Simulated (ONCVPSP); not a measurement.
Plane-wave convergence, ONCV potential for In

```
Element                 : In (Z = 49)
Generator               : ONCVPSP 4.0.1
Type                    : optimised norm-conserving Vanderbilt (ONCV)
Functional              : LDA (Perdew-Zunger)
Relativity              : scalar-relativistic
Frozen core             : [Ar] 3d10
Valence charge          : 21
Reference configuration : 4s2 4p6 4d10 5s2 5p1
Partial waves           : 4s+5s: rc 1.60 bohr, ncon 5, nbas 9, qcut 6.3 1/bohr, 2 projectors; 4p+5p: rc 1.55 bohr, ncon 4, nbas 9, qcut 10 1/bohr, 2 projectors; 4d: rc 1.25 bohr, ncon 4, nbas 8, qcut 11.2 1/bohr, 1 projector
Local potential         : polynomial inside 1.20 bohr (lpopt 1, dvloc0 0 Ha)
Core correction         : none
```

Problem. For each optimised wave give the share of its norm inside rc, the residual kinetic energy above qcut (Ha) and the cutoffs (Ha) for errors of 10, 1, 0.1 and 0.01 mHa per electron.

Solution.

```csv
wave,norm inside rc,residual KE,10 mHa,1 mHa,0.1 mHa,0.01 mHa
4s,0.984,4.5e-04,7.9,17.0,73.1,92.1
5s,0.117,5.5e-04,7.0,17.8,55.2,106.3
4p,0.955,9.0e-09,18.1,22.9,26.7,29.9
5p,0.033,2.3e-08,12.3,17.4,21.7,27.3
4d,0.626,9.4e-07,33.0,42.3,50.2,56.5
```

The occupied waves need 42 Ha and 73 Ha for 1 and 0.1 mHa. 2 of 4 tests not solved or not reliable.
